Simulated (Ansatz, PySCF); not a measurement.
C4H6ClF, SMILES C/C(=C(/F)C)Cl. Atoms are numbered in the order given.

```xyz
12

C      1.6120    -1.6550    -0.1316
C      0.8645    -0.3751     0.0293
F      1.6876     0.6609     0.2692
C     -0.4595    -0.1683    -0.0370
C     -1.5238    -1.1881    -0.2927
Cl    -1.0662     1.4609     0.1944
H      2.1961    -1.8653     0.7800
H      2.3302    -1.5677    -0.9642
H      0.9498    -2.5059    -0.3277
H     -2.2340    -1.2212     0.5496
H     -1.1052    -2.1934    -0.4325
H     -2.1006    -0.9232    -1.1938
```
Charge 0, spin multiplicity 1.

Geometry: B3LYP-D3(BJ)/def2-SVP.

Two levels are set side by side: PBE-D3(BJ)/def2-SVP (Ansatz, a quantum-chemistry and plane-wave program) and B3LYP-D3(BJ)/def2-SVP (Ansatz). Each level has its own optimised geometry; the coordinates shown are those of the second. Frequencies come from the Hessian of PySCF at each geometry. Differences are taken from unrounded values.

| quantity | B3LYP-D3(BJ) |
|---|---|
| mean bond length (Å) | 1.276 |
| bond C1–C2 (Å) | 1.491 |
| bond C2–F3 (Å) | 1.345 |
| bond C2–C4 (Å) | 1.342 |
| bond C4–C5 (Å) | 1.496 |
| bond C4–Cl6 (Å) | 1.754 |
| bond C1–H7 (Å) | 1.103 |
| bond C1–H8 (Å) | 1.103 |
| bond C1–H9 (Å) | 1.096 |
| bond C5–H10 (Å) | 1.102 |
| bond C5–H11 (Å) | 1.098 |
| bond C5–H12 (Å) | 1.102 |
| highest harmonic wavenumber (cm⁻¹) | 3170 |
| mean harmonic wavenumber (cm⁻¹) | 1330 |
| zero-point energy (kcal/mol) | 57.05 |

What does PBE-D3(BJ) give, and how far is it from B3LYP-D3(BJ)? (The exact figures need the calculation; the answer reports its results.)


```json
[
 {"quantity": "mean bond length (Å)", "PBE-D3(BJ)": "1.281", "PBE-D3(BJ) minus B3LYP-D3(BJ)": "0.006"},
 {"quantity": "bond C1–C2 (Å)", "PBE-D3(BJ)": "1.492", "PBE-D3(BJ) minus B3LYP-D3(BJ)": "0.001"},
 {"quantity": "bond C2–F3 (Å)", "PBE-D3(BJ)": "1.351", "PBE-D3(BJ) minus B3LYP-D3(BJ)": "0.006"},
 {"quantity": "bond C2–C4 (Å)", "PBE-D3(BJ)": "1.354", "PBE-D3(BJ) minus B3LYP-D3(BJ)": "0.012"},
 {"quantity": "bond C4–C5 (Å)", "PBE-D3(BJ)": "1.496", "PBE-D3(BJ) minus B3LYP-D3(BJ)": "0.000"},
 {"quantity": "bond C4–Cl6 (Å)", "PBE-D3(BJ)": "1.752", "PBE-D3(BJ) minus B3LYP-D3(BJ)": "-0.002"},
 {"quantity": "bond C1–H7 (Å)", "PBE-D3(BJ)": "1.111", "PBE-D3(BJ) minus B3LYP-D3(BJ)": "0.008"},
 {"quantity": "bond C1–H8 (Å)", "PBE-D3(BJ)": "1.111", "PBE-D3(BJ) minus B3LYP-D3(BJ)": "0.008"},
 {"quantity": "bond C1–H9 (Å)", "PBE-D3(BJ)": "1.104", "PBE-D3(BJ) minus B3LYP-D3(BJ)": "0.008"},
 {"quantity": "bond C5–H10 (Å)", "PBE-D3(BJ)": "1.110", "PBE-D3(BJ) minus B3LYP-D3(BJ)": "0.008"},
 {"quantity": "bond C5–H11 (Å)", "PBE-D3(BJ)": "1.106", "PBE-D3(BJ) minus B3LYP-D3(BJ)": "0.008"},
 {"quantity": "bond C5–H12 (Å)", "PBE-D3(BJ)": "1.110", "PBE-D3(BJ) minus B3LYP-D3(BJ)": "0.008"},
 {"quantity": "highest harmonic wavenumber (cm⁻¹)", "PBE-D3(BJ)": "3109", "PBE-D3(BJ) minus B3LYP-D3(BJ)": "-61"},
 {"quantity": "mean harmonic wavenumber (cm⁻¹)", "PBE-D3(BJ)": "1294", "PBE-D3(BJ) minus B3LYP-D3(BJ)": "-36"},
 {"quantity": "zero-point energy (kcal/mol)", "PBE-D3(BJ)": "55.52", "PBE-D3(BJ) minus B3LYP-D3(BJ)": "-1.54"}
]
```

Exact exchange shortens and stiffens bonds; PBE has none. Differences between two approximate levels are no errors against the true value.
